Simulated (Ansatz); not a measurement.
Input file for Ansatz (a quantum-chemistry and plane-wave program): R-CCSD(T)/def2-SVP on Cl4OW (SMILES [O]=[W]([Cl])([Cl])([Cl])[Cl]). Elements past Kr take the def2 small-core potentials; no spin–orbit coupling.

Ansatz 0.2 input:
```yaml
crystal:
  periodic: [false, false, false]
  atoms:
    - {symbol: W, position_ang: [0.09200049, -0.00054813, -0.00029410]}
    - {symbol: Cl, position_ang: [-0.46491895, 0.00872251, 2.23872751]}
    - {symbol: Cl, position_ang: [-0.46807566, -0.00253839, -2.23854222]}
    - {symbol: O, position_ang: [1.77127045, -0.01207800, -0.00097970]}
    - {symbol: Cl, position_ang: [-0.45015397, 2.24215295, -0.00592732]}
    - {symbol: Cl, position_ang: [-0.48012236, -2.23571093, 0.00701583]}
basis:
  gaussian:
    orbitals: def2-SVP
magnetization: {spin_polarized: false}
correlation: {method: ccsd_t, electrons: outside_noble_gas}
scf: {lower_state_search: off}
```

Program output:

```
WARN ansatz: RAYON_NUM_THREADS=4 ignored (pool sized by the plan → 4); use --threads N
Functional definition: HF
these checks for a lower state are left out or cut short: stability, starts, cluster_reference, orbital_swaps, neighbouring_geometries, increment
integrals: 0.19 GiB planned
1083 factors; integrals over basis functions are off by at most 8.3e-4 eV
mean field: 0.57 GiB planned
mean field evaluation 1: about -53832.7490 eV, gradient 7.1e1 eV
mean field evaluation 2: about -53833.2647 eV, gradient 7.2e1 eV
mean field evaluation 4: about -53844.7309 eV, gradient 7.7e0 eV
mean field evaluation 8: about -53844.9559 eV, gradient 1.2e0 eV
mean field evaluation 16: about -53844.9633 eV, gradient 1.7e-6 eV
mean field -53844.96330725 eV, -1978.7659041145 hartree, gradient 1.8e-6 eV, S^2 0.000000; 0 other end points of the search recorded, 0 dependent functions left out
25 core orbitals not correlated
reference -53844.96330725 eV, -1978.7659041145 hartree; 20, 20 occupied and 73, 73 virtual orbitals, 1083 factors
second order -26.98639058 eV of doubles, -0.00000000 eV of singles
coupled cluster: 0.52 GiB planned
cycle   1  -24.79535786 eV  change     2.2e0 eV  update   3.0e-1
cycle   2  -26.27826319 eV  change    -1.5e0 eV  update   2.0e-1
cycle   3  -26.52000117 eV  change   -2.4e-1 eV  update   4.1e-2
cycle   4  -26.53984324 eV  change   -2.0e-2 eV  update   1.9e-2
cycle   5  -26.51593778 eV  change    2.4e-2 eV  update   5.8e-3
cycle   6  -26.52244368 eV  change   -6.5e-3 eV  update   2.9e-3
cycle   7  -26.51952786 eV  change    2.9e-3 eV  update   9.2e-4
cycle   8  -26.51898524 eV  change    5.4e-4 eV  update   3.3e-4
cycle   9  -26.51933975 eV  change   -3.5e-4 eV  update   1.1e-4
cycle  10  -26.51933184 eV  change    7.9e-6 eV  update   4.8e-5
perturbative correction -1.25235859 eV, -0.0460233295 hartree
Total energy: -53872.73499769 eV, -1979.7864949137 hartree
Checks for a lower state left out: stability, starts, cluster_reference, orbital_swaps, neighbouring_geometries, increment
```

Self-consistency was reached.

Cost: very roughly 27 core-seconds.
